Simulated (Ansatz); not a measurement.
Two structures of SiN2H4F2, closed shell, reached by relaxing down either side of one saddle point (PBE0-D4/def2-TZVP). Energies are electronic, without zero-point energy. Computed with Ansatz 0.2.0 (basis: def2-TZVPP and def2-QZVPP); correlated methods freeze the cores. Extrapolation: Hartree–Fock as exp(−7.88 √X), correlation as X^−2.97. First:

| atom | x (Å) | y (Å) | z (Å) |
| --- | --- | --- | --- |
| Si1 | -0.0783 | -0.1492 | 0.4860 |
| N2 | 1.4277 | -0.0617 | -0.2623 |
| N3 | -1.2921 | 0.3219 | -0.5819 |
| H4 | -1.3592 | -0.0655 | -1.5070 |
| F5 | -0.2881 | 0.7640 | 1.7722 |
| F6 | -0.1668 | -1.6330 | 1.0541 |
| H7 | 1.7257 | 0.7637 | -0.7526 |
| H8 | 2.1987 | -0.6304 | 0.0433 |
| H9 | -2.1675 | 0.6903 | -0.2517 |

Second:

Si1  (-0.479, -0.073, 0.621)
N2  (1.022, 0.038, -0.541)
N3  (-1.620, 0.138, -0.458)
H4  (0.558, 0.193, -1.437)
F5  (0.016, 0.991, 1.712)
F6  (-0.089, -1.449, 1.344)
H7  (1.639, 0.817, -0.332)
H8  (1.569, -0.817, -0.578)
H9  (-2.615, 0.162, -0.331)
(Å)

(1) Which bonds change from the first to the second?

(2) Give the saddle point's structure and its height above each. (Judge from chemistry; the value comes from the calculation.)

The T1 diagnostic stays at or below 0.013.

## Answers

(1) SiN₂H₄F₂ ([NH2][Si]([NH2])([F])[F]) → SiNHF₂ ([NH][Si]([F])[F]) + NH₃ (still joined by a long Si–N bond); bonds formed: N2–H4; bonds broken: N3–H4; bonds weakened to dative contacts: Si1–N2.

(2) The calculation gives: 234.7 kJ/mol above the first and 43.1 kJ/mol above the second (CCSD(T) at an estimated basis limit (MP2 extrapolated from triple and quadruple zeta, plus CCSD(T) − MP2 in triple zeta)).
Si1  (-0.327, -0.093, 0.710)
N2  (1.024, 0.035, -0.523)
N3  (-1.345, 0.137, -0.525)
H4  (-0.018, 0.171, -1.130)
F5  (-0.040, 0.978, 1.849)
F6  (-0.144, -1.473, 1.479)
H7  (1.631, 0.845, -0.493)
H8  (1.561, -0.795, -0.740)
H9  (-2.341, 0.195, -0.628)
(Å)

Labels in which every atom is bracketed show which atoms are joined, not bond orders.

For scale, one of the runs: CCSD(T)/def2-TZVPP, 222 basis functions, launched by `ansatz run in.yaml --threads 4 --pin off --events-out ev --progress --plain --max-ram 9574MiB`. The run took 110 s on 4 CPU threads of an Arm Neoverse V2 (shared host), with 3.7 GiB of host memory at its peak.
